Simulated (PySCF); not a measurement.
Harmonic spectrum computed at PBE0 in the def2-TZVP basis family (core potentials from Rb on, PySCF, no spin–orbit coupling):

```csv
ω (cm⁻¹),IR (km/mol)
185,22.4
452,138
570,106
621,116
736,49.5
3859,67.2
```

Question: Which molecule gave it? In each, all ligands are bound to the one heavy central atom.
A. InF(OH) (doublet)
B. GeF(OH) (singlet)
C. SiF(OH) (singlet)
D. SnF(OH) (singlet)

Answer: D. It has Cs symmetry with O–H 0.963 Å, Sn–F 1.950 Å, Sn–O 1.964 Å.
